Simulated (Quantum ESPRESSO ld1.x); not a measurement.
The numbers below are computed, except where a source is named.
Q: These are the eigenvalues of the occupied orbitals of an atom or ion with whole-number occupations (eV). Code: ld1.x of Quantum ESPRESSO 7.5. Model: scalar-relativistic Kohn-Sham, LDA (Slater exchange, Perdew-Zunger correlation), spin-polarised, spherical densities, point nucleus.

orbital  eigenvalue
1s up    -44992.808
1s down  -44992.809
2s up     -7326.776
2s down   -7326.730
2p up     -6547.345
2p down   -6547.313
3s up     -1607.503
3s down   -1606.024
3p up     -1362.752
3p down   -1361.286
3d up     -1026.366
3d down   -1025.216
4s up      -330.727
4s down    -327.114
4p up      -250.384
4p down    -246.776
4d up      -136.892
4d down    -133.320
5s up       -56.029
5s down     -53.935
5p up       -36.542
5p down     -34.932
4f up       -16.494

Which element is it, and in what charge state? The configuration may be excited. Open shells, if any, are filled with parallel spins first.

A: Z = 61, promethium, charge +2: Pm2+ in [Xe] 4f5. The list shows which subshells hold electrons but not how many an open one holds; the 1s level, -1653.5 hartree, gives Z - s = 57.5 by -(Z - s)^2/2, which with screening and relativity narrows Z to a few neighbours, and the depths of the outer levels then fix element, charge and occupations together.
